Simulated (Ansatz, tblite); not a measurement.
Cost and result up the ladder for AlGe₂₅H₃₄⁻, a doped nanocrystal cut from the lattice of germanium (Al on a surface site) (60 atoms). Total charge -1; singlet. Geometry: r2SCAN-D4/def2-SVP.

```xyz
60

Ge   -2.199    4.228   -0.919
Ge   -1.672    1.230   -4.072
Ge   -2.527    3.013    2.649
Ge   -2.093   -1.212    3.593
Al   -1.598   -2.725   -3.260
Ge   -1.686   -3.730    0.661
Ge   -1.991    0.178   -0.289
Ge    1.240    2.123   -1.546
Ge    0.983    0.926    2.292
Ge    1.499   -1.718   -0.669
Ge    1.835   -0.648   -4.352
Ge    1.343   -3.004    3.152
Ge    4.738   -0.464    1.598
Ge   -2.994    2.313    0.363
Ge   -2.550   -0.500   -2.584
Ge    0.223    4.296   -1.137
Ge    0.741    1.462   -3.838
Ge   -2.695   -1.584    1.260
Ge   -0.145    2.918    3.133
Ge    0.314   -0.893    3.772
Ge   -2.314   -4.436   -1.590
Ge    0.876   -2.395   -2.946
Ge    0.737   -3.473    0.846
Ge    0.427    0.391   -0.030
Ge    3.373    1.353    2.458
Ge    3.908   -1.393   -0.491
H    -2.639    5.508   -0.166
H    -2.847    4.294   -2.314
H    -1.943    0.804   -5.538
H    -2.319    2.628   -3.917
H    -2.990    4.480    2.821
H    -3.301    2.182    3.690
H    -2.471   -2.479    4.398
H    -2.840   -0.035    4.257
H    -1.955   -3.075   -4.792
H    -2.105   -4.710    1.793
H     2.771    2.288   -1.358
H     1.592   -0.939   -5.854
H     3.364   -0.462   -4.192
H     0.801   -4.103    4.097
H     2.871   -2.949    3.363
H     4.816   -1.561    2.678
H     6.183    0.058    1.405
H    -4.534    2.250    0.199
H    -4.092   -0.299   -2.636
H     0.578    5.244   -2.307
H     0.804    4.943    0.139
H     1.251    2.600   -4.762
H    -4.239   -1.717    1.190
H     0.073    2.988    4.664
H     0.519    4.180    2.542
H     0.691   -0.500    5.224
H    -3.836   -4.720   -1.458
H    -1.679   -5.850   -1.711
H     1.806   -3.624   -3.175
H     1.424   -4.799    0.424
H     3.695    2.635    1.659
H     3.765    1.640    3.927
H     4.368   -0.426   -1.604
H     4.648   -2.728   -0.738
```

Ansatz on 11 threads of AMD EPYC 7R13 on a shared host and a whole NVIDIA H100 80GB HBM3; xTB runs through tblite on one thread. Times are rough, summed over both states, and most runs start from the orbitals of an earlier one. PBE0-D4/def2-SVP serves as the yardstick here, not as an exact answer. The other state is a triplet.

The xTB rows come from tblite. Single mean-field runs in def2-SVP are fitted with def2-universal-jkfit.

xTB has no spin-polarisation term.

| level | functions | vertical triplet (eV) | difference from PBE0-D4/def2-SVP (eV) | remarks |
| --- | --- | --- | --- | --- |
| PBE0-D4/def2-SVP | 988 | 4.08 | 0.00 | HOMO above zero (triplet) |
| GFN1-xTB | 302 | 2.83 | -1.25 | – |
| PBE-D4/def2-SVP | 988 | 3.59 | -0.49 | HOMO above zero (triplet) |
| GFN2-xTB | 268 | 3.05 | -1.03 | – |

Estimate how long each takes.

GFN1-xTB 2.3 s; GFN2-xTB 2.8 s; PBE-D4/def2-SVP 25 s; PBE0-D4/def2-SVP 53 s. On shared hardware such times vary by a factor of up to 3.
